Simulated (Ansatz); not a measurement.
Compare A (`F[CH](F)[GeH2][SiH3]`) with its isomer B (`C[Si](F)(F)[GeH3]`).

Computed with Ansatz on PBE0-D4/def2-TZVP structures; ΔE is electronic, products minus reactants. CCSD(T)/CBS adds triple-zeta CCSD(T) − MP2 to the extrapolated MP2 energy (def2 sets, frozen cores). Functionals use def2-TZVPP. B3LYP here is the variant with VWN-RPA as its local correlation; programs differ in this. For Ge outer-core shells are correlated without core-valence functions, which leaves a few kJ/mol of doubt a bond. Scalar relativity is left out up to krypton. Each species was taken in one conformer, which may not be the lowest.

A:

Z-matrix (Å, degrees):
```
C
F 1 1.363
Ge 1 2.002 2 110.0
F 1 1.363 2 107.3 3 119.6
H 1 1.095 2 107.5 3 -125.1
Si 3 2.378 1 109.0 2 58.9
H 3 1.538 1 106.8 2 -179.2
H 3 1.538 1 106.8 2 -63.0
H 6 1.485 3 109.7 1 59.9
H 6 1.486 3 109.2 1 179.6
H 6 1.485 3 109.7 1 -60.7
```

B:

Z-matrix (Å, degrees):
```
C
Si 1 1.846
H 1 1.092 2 110.7
H 1 1.093 2 110.7 3 -120.1
H 1 1.093 2 110.2 3 120.0
F 2 1.597 1 108.8 3 -177.4
F 2 1.597 1 108.8 3 -62.4
Ge 2 2.380 1 116.1 3 60.1
H 8 1.538 2 110.0 1 59.7
H 8 1.537 2 110.0 1 -59.4
H 8 1.535 2 110.9 1 -179.9
```

**Question.** Which is lower in electronic energy at CCSD(T)/CBS, and by how much? (Estimate.)

**Answer.** Ansatz gave: B, by 112.5 kcal/mol.

**Question.** Give E(B) − E(A) in kcal/mol with MP2/def2-TZVPP, ωB97M-V, CCSD(T)/def2-TZVPP, r2SCAN-D4, B2PLYP, PBE-D4, B3LYP-D4. (Best estimate.)

**Answer.** Ansatz gave: MP2/def2-TZVPP -114.5, ωB97M-V -109.6, CCSD(T)/def2-TZVPP -109.7, r2SCAN-D4 -109.6, B2PLYP -110.6, PBE-D4 -103.4, B3LYP-D4 -108.3. None reverses the order clearly.

Largest T1 diagnostic: 0.012.

From PBE to PBE0 (25 % exact exchange), in def2-TZVPP and without D4, E(B) − E(A) moves by −3.5 kcal/mol.
